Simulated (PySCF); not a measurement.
# UHF on P (phosphorus, neutral)

Configuration: [Ne] 3s1 3p4, high-spin 4P determinant (an excited configuration). Calculation: PySCF 2.14, in x2c-QZVPPall with one added diffuse shell each of s, p, d, f type (10s7p5d3f1g, 86 functions); the spin-free X2C one-electron Hamiltonian (Gaussian nucleus).

| Item | Value |
| --- | --- |
| Total energy | -341.244099 hartree |
| One-electron energy | -471.4807 hartree |
| Hartree (Coulomb) energy | 152.9469 hartree |
| Exchange energy | -22.7103 hartree |
| ⟨S²⟩ | 3.7978 |
| ⟨L²⟩ | 2.018 |
| Sum of ⟨r⟩ | 15.38 bohr |
| Sum of ⟨r²⟩ | 32.93 bohr² |
| Traceless quadrupole moment −½Σ⟨3z² − r²⟩ along its main axis | -3.31 e·bohr² |
| Langevin diamagnetic susceptibility | -26.1 ×10⁻⁶ cm³/mol |

```tsv
shell	electrons	mean orbital energy (eV)	spread (eV)	rms radius, mean of both spins (bohr)
1s α	1	-2184.4	0	0.120
1s β	1	-2183.5	0	0.120
2s α	1	-207.73	0	0.561
2s β	1	-206.30	0	0.561
2p α	3	-149.55	0.335	0.539
2p β	3	-148.21	0.322	0.539
3s α	1	-24.488	0	2.01
3p α	3	-11.879	1.374	2.57
3p β	1	-6.472	0	2.57
```

Densities and radii are taken from the X2C orbitals without a picture-change correction, which distorts them close to the nucleus.

Spin-orbit constants ζ (cm⁻¹) from the X2C one-electron operator on these orbitals: bare nucleus, nucleus screened by l(l+1)(2l+1)/3 electrons, and screened by the Breit-Pauli mean field of the electrons.

```tsv
shell	bare	screened nucleus	mean field
2p	5481	4750	4422
3p	327.9	284.2	260.8
```

To first order the Landé constant is A = -86.93 cm⁻¹, so the lowest level has J = 5/2 and lies 0.0162 eV below the centre of the term. This holds in LS coupling only.
